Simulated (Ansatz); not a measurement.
(ZnO)2 ring (Zn₂O₂). Charge 0, multiplicity 1. Geometry r2SCAN-D4/def2-SVP.

```xyz
4

Zn    0.5614   -0.0980   -0.9959
O     1.1590    0.7233    0.5822
Zn   -0.5614    0.0980    0.9959
O    -1.1590   -0.7233   -0.5822
```

Task: Estimate the orbital energies around the gap (eV) in Ansatz with HF/def2-TZVP, PBE-D4/def2-SVP, r2SCAN-D4/def2-TZVPD, ωB97X-V/def2-TZVP, ωB97M-V/def2-TZVP.

Result: 
```tsv
orbital	HF/def2-TZVP	PBE-D4/def2-SVP	r2SCAN-D4/def2-TZVPD	ωB97X-V/def2-TZVP	ωB97M-V/def2-TZVP
HOMO−13	-22.37	-11.29	-12.36	-17.23	-17.28
HOMO−12	-22.23	-11.19	-12.32	-17.21	-17.28
HOMO−11	-22.22	-11.09	-12.24	-17.18	-17.25
HOMO−10	-22.21	-11.07	-12.13	-17.07	-17.14
HOMO−9	-22.20	-10.91	-12.04	-17.02	-17.09
HOMO−8	-22.18	-10.89	-12.00	-16.99	-17.07
HOMO−7	-21.98	-10.86	-11.99	-16.93	-16.99
HOMO−6	-21.95	-10.86	-11.96	-16.90	-16.97
HOMO−5	-13.02	-7.48	-8.45	-12.07	-12.07
HOMO−4	-11.44	-7.14	-7.85	-11.10	-11.08
HOMO−3	-11.12	-6.34	-7.14	-10.35	-10.32
HOMO−2	-10.77	-5.69	-6.69	-10.22	-10.20
HOMO−1	-10.18	-4.79	-5.79	-9.18	-9.18
HOMO	-9.96	-4.71	-5.74	-9.02	-9.01
LUMO	-0.57	-3.79	-4.10	-1.52	-1.73
LUMO+1	0.45	-2.46	-2.82	-0.13	-0.43
LUMO+2	2.42	1.06	-0.39	1.95	1.52
LUMO+3	2.58	1.85	0.12	2.17	1.70
LUMO+4	3.49	2.48	0.52	2.97	2.47
LUMO+5	3.96	2.68	0.77	3.36	2.85
```
